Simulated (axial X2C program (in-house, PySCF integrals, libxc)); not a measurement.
GeN⁺: properties at the nuclei

Computed with an in-house all-electron X2C program for linear molecules (integrals from PySCF): two-component X2C with atomic mean-field Coulomb and Gaunt terms, Gaussian nuclei, basis Ge dyall-cv3z, N dyall-av3z with contracted cores.

R = 1.901 Å (near the PBE0 minimum at charge 1 of the determinant lowest at the starting distance; the state shown can have its own minimum elsewhere).

Input and command:
```json
{"zs": [32, 7], "q": 1, "bas": ["dyall-cv3z", "dyall-av3z"], "r0": 1.71, "levels": ["PBE0", "HF", "PBE", "r2SCAN", "B3LYP"], "nst": 3}
```
```bash
python soeom.py task.json out
```

Keys: zs atomic numbers; q charge; bas basis sets; r0 starting distance in Å; levels methods; nst determinants followed.

Determinant lowest in the PBE0 search, Ω = 1 (⟨Sz⟩ = 1.00, ⟨Lz⟩ = 0.00 at PBE0), spin on the atoms Ge 0.08, N 0.92:

```
 level  Eeff magnitude (GV/cm)  Ws magnitude Ge (kHz)  Ws magnitude N (kHz)  A∥/gI Ge (MHz)  qzz Ge (a.u.)  A∥/gI N (MHz)  qzz N (a.u.)
  PBE0                 0.00526                0.00895              0.000995           -39.1          -5.70          -96.8         -1.25
    HF                  0.0244                 0.0155               0.00198           -33.1          -6.16          -46.3         -0.98
   PBE                   0.036                0.00278              0.000836           -52.6          -5.45           -103         -1.36
r2SCAN                  0.0135                0.00767              0.000975           -67.5          -5.72            -65         -1.29
 B3LYP                  0.0163                  0.019              0.000912           -36.4          -5.58          -83.5         -1.33
```

Eeff is the effective electric field on the electron electric dipole moment in this Ω state and Ws the scalar–pseudoscalar constant of the nucleus named (defined with the proton number Z and per Ω); A∥ (defined per Ω) follows by multiplying with gI = μI/(I μN); qzz is the electric field gradient, eQq0 = 234.96 MHz × Q/barn × qzz. The operators were transformed with the bare-nucleus X2C matrices; with these basis sets, hyperfine constants and field gradients can be off by tens of per cent, and where levels differ in sign neither size nor sign is settled.

**Question.** With Q(73Ge) = -0.196 barn, Q(14N) = 0.02044 barn (Q from Pyykkö, Mol. Phys. 2018), turn the PBE0 values of the first state into constants in MHz.

**Answer.** eQq0(73Ge) = 234.96 × (-0.196) × (-5.70) = 262 MHz; eQq0(14N) = 234.96 × (0.02044) × (-1.25) = -6 MHz.

Each state is one determinant with collinear spin, which with several unpaired electrons need not be a pure state. Unrestricted Hartree–Fock can overshoot spin polarisation at the nuclei. In the state Ω = 1 the sign of Eeff differs between levels (HF, B3LYP against PBE0). With several open shells hyperfine constants can be off by a factor of several. Where Eeff spreads by more than a factor of two the levels disagree and none is to be relied on. Open-shell Ω = 0 determinants with evenly filled partner blocks cannot be reached by this program, so the Ω shown need not be the lowest component. The search compared states at one distance, so a state with another bond length can lie lower. The sign of Ws at Ge differs between levels in the first state. Further determinants of the search, some of them spin-mixed, are not shown. Where a field gradient or hyperfine factor spreads by more than a factor of two over the levels, a constant derived from it is not to be relied on.
